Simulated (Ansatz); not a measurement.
`[SiH3]C[SiH2]C=S` + HCl → `[SiH3]C[SiH2]Cl` + `C=S` at 400 K and 1 bar (ligand exchange at the Si–C bond).

Calculated with Ansatz (gas phase, PBE0-D4/def2-TZVP geometries, no zero-point term in ΔE). CCSD(T)/CBS is the MP2 limit (def2-TZVPP, def2-QZVPP) plus CCSD(T) − MP2 in def2-TZVPP, frozen cores. This one scheme is used for every species. One conformer a species, not always the lowest.

```csv
species,CCSD(T)/CBS energy (Eh),H − E (kJ/mol),S (J/(mol·K))
`[SiH3]C[SiH2]C=S`,-1056.82930,264.0,428.7
HCl,-460.38127,29.6,195.4
`[SiH3]C[SiH2]Cl`,-1080.25737,219.7,394.5
`C=S`,-436.98974,79.4,242.5
```

H − E and S are ideal-gas, rigid-rotor, harmonic terms from PBE0-D4/def2-TZVP, for one conformer and one mirror image of each species. 1 Eh = 2625.50 kJ/mol, R = 8.31446 J/(mol·K).

**Question.** By hand: ΔE, ΔH, ΔS and ΔG.

**Answer.** ΔE = (-1080.25737) + (-436.98974) − (-1056.82930) − (-460.38127) = -0.03654 Eh = -95.9 kJ/mol. Δ(H − E) = 219.7 + 79.4 − 264.0 − 29.6 = 5.5, so ΔH = -90.4 kJ/mol. ΔS = 394.5 + 242.5 − 428.7 − 195.4 = 12.9 J/(mol·K). ΔG = -90.4 − 400 × (12.9)/1000 = -95.6 kJ/mol.

**Question.** By hand: the equilibrium constant, and the temperature at which ΔG would vanish if ΔH and ΔS stayed fixed.

**Answer.** log₁₀ K = −ΔG/(RT ln 10) = 12.5. ΔH and −TΔS have one sign here, so there is no such temperature.

The number of gas molecules stays the same, so ΔS is small and ΔH decides. A doubt of 5 kJ/mol in ΔE shifts log₁₀ K by 0.7 here. Other conformers and mirror images would add mixing entropy, several J/(mol·K) or more a flexible species. Modes under 60 cm⁻¹, often nearly free rotors, make the harmonic entropy too high. These are equilibria of isolated gas molecules and say nothing of rates. Largest T1 diagnostic: 0.016 (customary marks: 0.02 for closed shells, 0.045 for open ones).

ΔS is within the doubt of such terms, so its sign, and with it that verdict, could turn.
